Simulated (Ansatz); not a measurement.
Consider the redistribution: `CBB(C)F` + `O[CH2][GeH3]` → `CBCO` + `C[B](F)[GeH3]`.

Gas-phase electronic energies from Ansatz, PBE0-D4/def2-TZVP geometries. CCSD(T)/CBS is the MP2 limit (def2-TZVPP, def2-QZVPP) plus CCSD(T) − MP2 in def2-TZVPP, frozen cores. Functionals use def2-TZVPP. For Ge outer-core shells are correlated without core-valence functions, which leaves a few kJ/mol of doubt a bond. Scalar relativity is left out up to krypton. One conformer a species, not always the lowest.

```
        species  PBE0-D4 energy (Eh)
      `CBB(C)F`           -229.83252
 `O[CH2][GeH3]`          -2193.57413
         `CBCO`           -180.33895
`C[B](F)[GeH3]`          -2243.08636
```

(1) Work out ΔE.

Largest T1 diagnostic among the species: 0.013.

## Answers

(1) ΔE = (-180.33895) + (-2243.08636) − (-229.83252) − (-2193.57413) = -0.01866 Eh = -0.51 eV. CCSD(T)/CBS gives -0.47 eV.

In def2-TZVPP, CCSD(T) changes the Hartree–Fock value by −0.06 eV (the triples alone add −0.01 eV) and MP2 by −0.06 eV.
